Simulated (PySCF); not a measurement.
BiBr$_{2}$, doublet, at a GFN2-xTB geometry (such geometries of metal compounds can be far from the true shape) (the spin is typed, not shown lowest) (core potentials on Bi); R2SCAN/def2-SV(P) (PySCF).

Input for PySCF:
```python
from pyscf import gto, scf, dft

mol = gto.M(
    atom='''
Bi    0.687662    0.361527    0.230007
Br   -1.163655    1.022137   -1.511829
Br   -0.467088   -1.879472    0.966383
''',
    basis='def2-sv(p)',
    ecp={'Bi': 'def2-sv(p)'},
    charge=0,
    spin=1,
    verbose=4,
)

mf = dft.UKS(mol)
mf.xc = 'r2scan'
mf.conv_tol = 1e-11
mf.kernel()
```

The log (banner, timings and long lists left out):

```
PySCF version 2.14.0

[INPUT] verbose = 4
[INPUT] num. atoms = 3
[INPUT] num. electrons = 93
[INPUT] charge = 0
[INPUT] spin (= nelec alpha-beta = 2S) = 1
[INPUT] symmetry False subgroup None
[INPUT] Mole.unit = angstrom
[INPUT] Symbol           X                Y                Z      unit          X                Y                Z       unit  Magmom
[INPUT]  1 Bi     0.687662000000   0.361527000000   0.230007000000 AA    1.299492846271   0.683187016636   0.434650236733 Bohr   0.0
[INPUT]  2 Br    -1.163655000000   1.022137000000  -1.511829000000 AA   -2.198989253481   1.931558991785  -2.856942757175 Bohr   0.0
[INPUT]  3 Br    -0.467088000000  -1.879472000000   0.966383000000 AA   -0.882668396071  -3.551687338789   1.826199201436 Bohr   0.0

nuclear repulsion = 491.512720331062
number of shells = 34
number of NR pGTOs = 209
number of NR cGTOs = 90
basis = def2-sv(p)
ecp = {'Bi': 'def2-sv(p)'}

******** <class 'pyscf.dft.uks.UKS'> ********
method = UKS
initial guess = minao
damping factor = 0
level_shift factor = 0
DIIS = <class 'pyscf.scf.diis.CDIIS'>
diis_start_cycle = 1
diis_space = 8
diis_damp = 0
SCF conv_tol = 1e-11
SCF conv_tol_grad = None
SCF max_cycles = 50
direct_scf = True
direct_scf_tol = 1e-13
number electrons alpha = 47  beta = 46
XC library pyscf.dft.libxc version 7.1.2
    S. Lehtola, C. Steigemann, M. J. T. Oliveira, and M. A. L. Marques,  SoftwareX 7, 1–5 (2018)
XC functionals = r2scan
    J. W. Furness, A. D. Kaplan, J. Ning, J. P. Perdew, and J. Sun,  J. Phys. Chem. Lett. 11, 8208–8215 (2020)
    J. W. Furness, A. D. Kaplan, J. Ning, J. P. Perdew, and J. Sun,  J. Phys. Chem. Lett. 11, 9248–9248 (2020)
    J. W. Furness, A. D. Kaplan, J. Ning, J. P. Perdew, and J. Sun,  J. Phys. Chem. Lett. 11, 8208–8215 (2020)
    J. W. Furness, A. D. Kaplan, J. Ning, J. P. Perdew, and J. Sun,  J. Phys. Chem. Lett. 11, 9248–9248 (2020)
radial grids:
    Treutler-Ahlrichs [JCP 102, 346 (1995); DOI:10.1063/1.469408] (M4) radial grids

becke partition: Becke, JCP 88, 2547 (1988); DOI:10.1063/1.454033
pruning grids: <function nwchem_prune>
grids dens level: 3
symmetrized grids: False
atomic radii adjust function: <function treutler_atomic_radii_adjust>
small_rho_cutoff = 0
Set gradient conv threshold to 3.16228e-06
tot grids = 64296
init E= -5333.96901255588

cycle= 1 E= -5359.74425598594  delta_E= -25.8  |g|= 1.93  |ddm|= 9.46
cycle= 2 E= -5353.67319889777  delta_E= 6.07  |g|= 4.37  |ddm|= 10.9
cycle= 3 E= -5361.86326558294  delta_E= -8.19  |g|= 0.901  |ddm|= 9.36
cycle= 4 E= -5362.47190322003  delta_E= -0.609  |g|= 0.19  |ddm|= 1.75
cycle= 5 E= -5362.48570445233  delta_E= -0.0138  |g|= 0.102  |ddm|= 0.385
cycle= 6 E= -5362.48945289584  delta_E= -0.00375  |g|= 0.011  |ddm|= 0.0998
cycle= 7 E= -5362.48951920196  delta_E= -6.63e-05  |g|= 0.00315  |ddm|= 0.0151
cycle= 8 E= -5362.48952548993  delta_E= -6.29e-06  |g|= 0.000902  |ddm|= 0.00531
cycle= 9 E= -5362.48952604998  delta_E= -5.6e-07  |g|= 0.000349  |ddm|= 0.00207
cycle= 10 E= -5362.48952616924  delta_E= -1.19e-07  |g|= 7.72e-05  |ddm|= 0.000732
cycle= 11 E= -5362.48952617244  delta_E= -3.2e-09  |g|= 7.56e-05  |ddm|= 0.000263
cycle= 12 E= -5362.48952617675  delta_E= -4.31e-09  |g|= 1.71e-05  |ddm|= 0.000153
cycle= 13 E= -5362.48952617697  delta_E= -2.22e-10  |g|= 6.95e-06  |ddm|= 3.97e-05
cycle= 14 E= -5362.48952617699  delta_E= -1.64e-11  |g|= 8.85e-07  |ddm|= 1.92e-05
cycle= 15 E= -5362.48952617704  delta_E= -5.09e-11  |g|= 3.63e-07  |ddm|= 2.8e-06
cycle= 16 E= -5362.48952617702  delta_E= 2.27e-11  |g|= 1.15e-07  |ddm|= 7.26e-07
cycle= 17 E= -5362.48952617701  delta_E= 4.55e-12  |g|= 4.42e-08  |ddm|= 2.66e-07
Extra cycle  E= -5362.48952617702  delta_E= -1e-11  |g|= 5.6e-08  |ddm|= 1.29e-07
converged SCF energy = -5362.48952617702  <S^2> = 0.75394129  2S+1 = 2.0039374
```
